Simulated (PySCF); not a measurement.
**Radial density of Cd⁴¹⁺ (cadmium, charge +41)**

UHF, [He] 2s2 2p3, high-spin 4S determinant. All numbers are calculated (PySCF 2.14, no relativity, point nucleus, in an uncontracted even-tempered set (17 s from 18 bohr⁻², ratio 2.2; 10 p from 23 bohr⁻², ratio 2.2; 5 d from 91 bohr⁻², ratio 2.4; 5 f from 140 bohr⁻², ratio 2.4; 4 g from 200 bohr⁻², ratio 2.4)).

| r (bohr) | 4πr²ρ (e/bohr) | 4πr²(ρα − ρβ) |
| --- | --- | --- |
| 0.000550 | 0.2777 | 0.0000 |
| 0.000926 | 0.7580 | 0.0000 |
| 0.00156 | 2.018 | 0.0001 |
| 0.00262 | 5.157 | 0.0010 |
| 0.00441 | 12.29 | 0.0078 |
| 0.00741 | 26.05 | 0.0543 |
| 0.0125 | 45.37 | 0.3413 |
| 0.0210 | 57.20 | 1.8317 |
| 0.0353 | 45.42 | 7.5285 |
| 0.0593 | 33.92 | 19.9447 |
| 0.0998 | 42.34 | 25.4585 |
| 0.168 | 19.58 | 9.5699 |
| 0.282 | 1.083 | 0.4634 |
| 0.475 | 0.002265 | 0.0008 |

A non-relativistic calculation at this Z misses sizeable relativistic shifts. Spin-orbit coupling is strong in this species (close to jj coupling), so the high-spin LS determinant is a model state, not a physical level.
